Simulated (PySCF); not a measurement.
C8H16BFO2.
SMILES: `CCCCCB1OCC[C@H](F)O1`

Level of theory: PySCF 2.14.0, density-fitted response routines, TDDFT CAM-B3LYP/def2-SVPD, vertical, gas phase, core orbitals frozen in the response. Isolated species at its PBE0-D3(BJ)/def2-SVP geometry (one conformer only).

Question: Predict the UV-vis stick spectrum at this level.

Answer: 

```
state  E (eV)  λ (nm)  ν̃ (cm⁻¹)       f     main configurations (H = HOMO, L = LUMO)
   S1    8.17   151.7      65930  0.0050                       H-1→L (66%), H→L (13%)
   S2    8.25   150.3      66540   0.012          H→L (36%), H-1→L (16%), H-3→L (14%)
   S3    8.34   148.7      67240  0.0025           H-3→L (44%), H→L (14%), H→L+2 (9%)
   S4    8.47   146.4      68330  0.0041      H→L+5 (28%), H→L+4 (11%), H-1→L+5 (10%)
   S5    8.50   145.9      68540  0.0029  H-1→L+5 (22%), H-1→L+4 (11%), H-3→L+5 (10%)
   S6    8.71   142.3      70260  0.0040      H-2→L (25%), H-2→L+1 (18%), H-4→L (11%)
   S7    8.78   141.2      70830   0.015      H-2→L (21%), H-3→L+1 (12%), H→L+1 (10%)
   S8    8.86   139.9      71500   0.057                 H-3→L+5 (19%), H-3→L+4 (12%)
   S9    8.92   139.0      71960   0.036      H-2→L+1 (19%), H-5→L (15%), H-4→L (11%)
  S10    9.02   137.5      72750   0.049   H-1→L+2 (20%), H-1→L+3 (10%), H-1→L+1 (9%)
```

Triplets (Tamm–Dancoff): T1 7.72 eV, H→L+5 (34%), H→L+3 (10%), H→L+4 (9%); T2 7.87 eV, H-3→L+5 (19%), H-1→L+5 (9%), H-3→L+4 (8%); T3 8.02 eV, H-1→L (66%); T4 8.11 eV, H→L (36%), H-3→L (17%).

The lowest singlet comes at 152 nm (789 kJ/mol) in the vacuum ultraviolet; it is very weak; its leading configuration is HOMO-1→LUMO (66%). The strongest level in the table is S8 at 8.86 eV (140 nm, f = 0.057). Löwdin shares by element: HOMO carbon 45% or more, hydrogen 10% or more (atoms not listed hold the other 45%); LUMO boron 30%, carbon 16% or more, hydrogen 8% or more (atoms not listed hold the other 46%). Weighted by f, the mean energy of these states is 8.83 eV. Of the 10 states listed, 5 reach f = 0.01 and none stays under 0.0005. Orbital energies (eV): HOMO-3 -10.25, HOMO-2 -10.22, HOMO-1 -10.15, HOMO -9.92, LUMO 0.92, LUMO+1 1.59, LUMO+2 1.66. No computed singlet lies in the visible range (380 to 750 nm); the lowest, at 152 nm, stands 4.91 eV above its violet end (3.26 eV). Singlets were solved by full linear response, triplets in the Tamm–Dancoff approximation.

The run took 2.2 min wall, 4.7 min CPU (grids of density and orbitals included) on Intel Xeon 6975P-C, 2 threads, shared host with 192 logical CPUs at a one-minute load of 62, and the process peaked at 2.7 GiB of memory.

Without π bonds the low states may be Rydberg-like; a valence basis with one diffuse set may place them up to an eV too high.
